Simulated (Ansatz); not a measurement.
Geometry optimisation, RKS BLYP-D4/cc-pVDZ (Ansatz).

input.yaml

```yaml
crystal:
  periodic: [false, false, false]
  atoms:
    - { symbol: B, position_ang: [1.9425, -0.6044, -1.6037] }
    - { symbol: O, position_ang: [1.6918, 0.1817, -0.3719] }
    - { symbol: Si, position_ang: [-0.0217, 0.107, -0.0201] }
    - { symbol: C, position_ang: [-0.4275, -1.6368, 0.3982] }
    - { symbol: "N", position_ang: [-0.9597, 0.7102, -1.3993] }
    - { symbol: Si, position_ang: [-0.3846, 1.3978, 1.781] }
    - { symbol: H, position_ang: [1.8698, 0.0027, -2.651] }
    - { symbol: H, position_ang: [2.1967, -1.6938, -1.5879] }
    - { symbol: H, position_ang: [0.1272, -2.0129, 1.277] }
    - { symbol: H, position_ang: [-0.3657, -2.2936, -0.4653] }
    - { symbol: H, position_ang: [-1.5785, -1.6571, 0.7267] }
    - { symbol: H, position_ang: [-0.6706, 1.7238, -1.5069] }
    - { symbol: H, position_ang: [-2.0078, 0.7435, -1.087] }
    - { symbol: H, position_ang: [0.03622, 2.78389, 1.51461] }
    - { symbol: H, position_ang: [-1.78143, 1.36256, 2.12712] }
    - { symbol: H, position_ang: [0.40814, 0.8949, 2.90915] }
basis:
  gaussian: { orbitals: cc-pVDZ }
hamiltonian:
  xc: blyp
  dispersion: d4
relax:
  f_tol: 0.015
  max_steps: 40
```

Run as:

```bash
$ ansatz run input.yaml --threads 2 --pin off --max-ram 3072MiB --backend cpu --events-out ev --progress --plain --runs-dir out
```

**Question.** Where does it end, and by what steps?

**Answer.** The forces met the threshold. After 29 steps the energy has fallen by 1.295 eV; H7 moved furthest, 1.54 Å.

```json
{"step": "0", "energy less start (eV)": "0.0000", "largest force component (eV/Å)": "4.201", "accepted": "yes"}
{"step": "2", "energy less start (eV)": "-0.9260", "largest force component (eV/Å)": "0.993", "accepted": "yes"}
{"step": "4", "energy less start (eV)": "-1.0477", "largest force component (eV/Å)": "0.472", "accepted": "yes"}
{"step": "6", "energy less start (eV)": "-1.1681", "largest force component (eV/Å)": "0.280", "accepted": "yes"}
{"step": "8", "energy less start (eV)": "-1.2585", "largest force component (eV/Å)": "0.173", "accepted": "yes"}
{"step": "10", "energy less start (eV)": "-1.1927", "largest force component (eV/Å)": "1.061", "accepted": "no"}
{"step": "12", "energy less start (eV)": "-1.2910", "largest force component (eV/Å)": "0.044", "accepted": "yes"}
{"step": "14", "energy less start (eV)": "-1.2925", "largest force component (eV/Å)": "0.078", "accepted": "yes"}
{"step": "16", "energy less start (eV)": "-1.2937", "largest force component (eV/Å)": "0.063", "accepted": "yes"}
{"step": "18", "energy less start (eV)": "-1.2940", "largest force component (eV/Å)": "0.074", "accepted": "yes"}
{"step": "20", "energy less start (eV)": "-1.2945", "largest force component (eV/Å)": "0.027", "accepted": "yes"}
{"step": "22", "energy less start (eV)": "-1.2948", "largest force component (eV/Å)": "0.060", "accepted": "yes"}
{"step": "24", "energy less start (eV)": "-1.2949", "largest force component (eV/Å)": "0.074", "accepted": "no"}
{"step": "26", "energy less start (eV)": "-1.2951", "largest force component (eV/Å)": "0.050", "accepted": "yes"}
{"step": "28", "energy less start (eV)": "-1.2952", "largest force component (eV/Å)": "0.020", "accepted": "yes"}
{"step": "29", "energy less start (eV)": "-1.2952", "largest force component (eV/Å)": "0.012", "accepted": "yes"}
```

```xyz
16
Properties=species:S:1:pos:R:3
B 2.246 -0.479 -1.272
O 1.222 0.369 -0.987
Si -0.298 0.132 -0.180
C -0.652 -1.688 0.187
N -1.487 0.684 -1.357
Si -0.084 1.464 1.773
H 3.200 -0.022 -1.875
H 2.209 -1.650 -0.930
H 0.132 -2.120 0.841
H -0.686 -2.275 -0.753
H -1.627 -1.794 0.707
H -1.492 1.689 -1.571
H -2.455 0.389 -1.179
H 0.158 2.904 1.399
H -1.358 1.403 2.581
H 1.049 1.003 2.655
```

The run took 2.1 min on 2 threads of Arm Neoverse V1, on a shared host, peak memory 0.21 GiB.
